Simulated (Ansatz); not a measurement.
Reactions of `ClC(Cl)Br`.

Computed with Ansatz on PBE0-D4/def2-TZVP structures; ΔE is electronic, products minus reactants. CBS: MP2 limit from def2 TZ/QZ plus the TZ coupled-cluster correction, frozen cores. This one scheme is used for every species, atoms too. DFT in def2-TZVPP. B3LYP here is the variant with VWN-RPA as its local correlation; programs differ in this. Open shells (•) are unrestricted, without spin–orbit coupling. Spin–orbit coupling would lower the free atoms: a little for C, Cl; clearly for Br. def2 core potentials past Kr. Bonds to Br, I are less sure, by a few kJ/mol each and by 10 to 20 or more in all where they break to atoms, as the def2 sets lack core-valence functions. Scalar relativity is left out up to krypton. Each species was taken in one conformer, which may not be the lowest.

```
                                              reaction  CCSD(T)/CBS(def2) (kcal/mol)
                       `ClC(Cl)Br` → `Cl[CH]Br`• + Cl•                          77.8
                     `ClC(Cl)Br` → `Cl[C](Cl)Br`• + H•                         101.1
          `ClC(Cl)Br` + `[OH]`• → `Cl[C](Cl)Br`• + H₂O                         -25.5
                         `ClC(Cl)Br` → `Cl[C]Cl` + HBr                          62.4
                   `ClC(Cl)Br` + HI → `ClC(Cl)I` + HBr                             ?
`ClC(Cl)Br` + `ClCBr` → `Cl[C@H](Br)[C@H](Cl)Br` + HCl                         -11.9
              `ClC(Cl)Br` + Cl• → `Cl[C](Cl)Br`• + HCl                             ?
                   `ClC(Cl)Br` → Br• + C• + 2 Cl• + H•                             ?
                  `ClC(Cl)Br` + H–F → `FC(Cl)Br` + HCl                           1.3
                 `ClC(Cl)Br` + HBr → `ClC(Br)Br` + HCl                          -1.5
```

(1) Fill in the missing values. (Estimate.)

Largest T1 diagnostic: 0.020, for `Cl[C]Cl`.

Results:

(1) The calculation gave: `ClC(Cl)Br` + HI → `ClC(Cl)I` + HBr: -2.9 kcal/mol; `ClC(Cl)Br` + Cl• → `Cl[C](Cl)Br`• + HCl: -6.6 kcal/mol; `ClC(Cl)Br` → Br• + C• + 2 Cl• + H•: +333.9 kcal/mol.
